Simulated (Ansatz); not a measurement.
# Ligand exchange: Si(CH3)3Cl + GaH2(NH2) → Si(CH3)3(NH2) + GaH2Cl

Species: Si(CH3)3Cl (chlorotrimethylsilane), singlet; GaH2(NH2), singlet; Si(CH3)3(NH2), singlet; GaH2Cl `[Cl][GaH2]`, singlet. The partners trade Cl for NH2: Si–Cl and Ga–NH2 bonds give way to Si–NH2 and Ga–Cl.

Shapes, held fixed at every level: PBE0-D4/def2-TZVP. Flexible molecules stand in one conformer, not always the lowest. Programs: Ansatz 0.2.0. The zero-point and thermal change to 298 K, harmonic and unscaled (PBE0-D4/def2-TZVP), is -0.6 kJ/mol.

| level | kind | ΔH(298 K) (kJ/mol) | less CCSD(T)/def2-TZVPP |
| --- | --- | --- | --- |
| HF/def2-SVP | Hartree–Fock | -27.3 | -14.4 |
| SPW92/def2-TZVPP | LDA | -5.5 | +7.4 |
| r2SCAN-D4/def2-TZVPP | meta-GGA | -12.4 | +0.5 |
| BHLYP-D4/def2-TZVPP | global hybrid | -20.3 | -7.4 |
| r2SCAN0-D4/def2-TZVPP | global hybrid | -16.1 | -3.2 |
| MP2/def2-SVP | perturbation theory | -8.2 | +4.7 |
| CCSD/def2-TZVPP | coupled cluster or CI | -15.3 | -2.4 |
| CCSD(T)/def2-TZVPP | coupled cluster or CI | -12.9 | 0.0 |

The highest level, CCSD(T)/def2-TZVPP, gives ΔH(298 K) = -12.9 kJ/mol; the levels span -27.3 to -5.5. The column of differences is taken from that level and isn't an error. No measured value is set beside it here. Relativity is left out for Ga. Outer-core shells of Ga are correlated, in sets that cover them unevenly.
